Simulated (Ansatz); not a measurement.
`CC[SiH](O)O`, charge 0, multiplicity 1.

(1) Give a relaxed structure at PBE0-D4/def2-TZVP (Ansatz 0.2.0). (Estimate.)

Results:

(1) The calculation gave: 
Cartesian coordinates in Å:
```
C 1.253 -1.164 0.591
C 0.832 -0.070 -0.389
Si -0.981 0.333 -0.325
O -1.419 1.475 -1.428
O -1.264 0.820 1.223
H 1.043 -0.870 1.621
H 0.714 -2.097 0.401
H 2.321 -1.383 0.515
H 1.076 -0.357 -1.418
H 1.394 0.851 -0.190
H -1.841 -0.827 -0.672
H -0.954 2.312 -1.406
H -2.174 0.976 1.478
```
This is one stationary point; other conformers may exist.
